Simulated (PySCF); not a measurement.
HAlCl$_{2}$, singlet, geometry from GFN2-xTB (such geometries of metal compounds can be far from the true shape).

The PySCF input:
```python
from pyscf import gto, scf, dft, tdscf

mol = gto.Mole()
mol.atom = '''
    Al   -0.41006117   -0.46267239    0.16435124
    H    -1.38536588   -1.56310960    0.55525033
    Cl    1.44447255   -0.50908263    0.97140246
    Cl   -1.04940425    0.95483855   -1.12974460
'''
mol.basis = '6-31g'
mol.verbose = 3
mol.build()

mf = dft.RKS(mol)
mf.xc = 'lc_wpbe'
mf.kernel()
td = mf.TDA()
td.nstates = 5
td.singlet = False
td.kernel()
td.analyze()
```

### Question
Predict the HOMO-LUMO gap from PySCF with LC-WPBE/6-31G, TDA triplets.

### Answer
12.29 eV

### Question
What is the computed total energy (LC-WPBE/6-31G, TDA triplets)?

### Answer
-1163.0827 Eh

### Question
Estimate the dipole moment that LC-WPBE/6-31G, TDA triplets returns for this input.

### Answer
1.55 D

### Question
What is the computed HOMO energy (LC-WPBE/6-31G, TDA triplets)?

### Answer
-12.14 eV

### Question
Estimate the number of basis functions that LC-WPBE/6-31G, TDA triplets returns for this input.

### Answer
41
